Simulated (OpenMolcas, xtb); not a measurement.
**A ladder of methods for CH2BFS (SMILES FB1CS1)**

The species is CH2BFS (6 atoms), meant as a singlet with charge 0. As SMILES, `FB1CS1`. The coordinates come from a GFN2-xTB relaxation.

```xyz
6

F    -0.3112   -2.0960    0.2964
B    -0.3257   -0.8208    0.0067
C     0.3838    0.5348    0.0886
S    -1.2770    0.4033   -0.7787
H     1.1845    0.8168   -0.5828
H     0.3456    1.1619    0.9697
```

Quantity: the energy change with the C3–H5 bond stretched from 1.082 to 2.381 Å, in eV. The values are calculated.

```tsv
level	kind	program	value (eV)	CPU time (all runs)
GFN-FF	force field	xtb	4.24	under 2 s
GFN1-xTB	semi-empirical	xtb	4.62	under 2 s
HF/aug-cc-pVDZ (restricted)	Hartree–Fock	OpenMolcas	5.50	33 s
SVWN5/aug-cc-pVDZ (restricted)	LDA	OpenMolcas	4.21	77 s
BLYP/aug-cc-pVDZ (restricted)	GGA	OpenMolcas	4.00	1.7 min
M06-L/aug-cc-pVDZ (restricted)	meta-GGA	OpenMolcas	4.44	2.3 min
PBE0/aug-cc-pVDZ (restricted)	global hybrid	OpenMolcas	4.64	92 s
MP2/aug-cc-pVDZ (restricted)	perturbation theory	OpenMolcas	4.61	30 s
```

The first shape isn't each level's own minimum. The values span 4.00 to 5.50 eV. CPU times are rough (shared hosts, several kinds of processor): they show what a rung costs within a factor of a few.
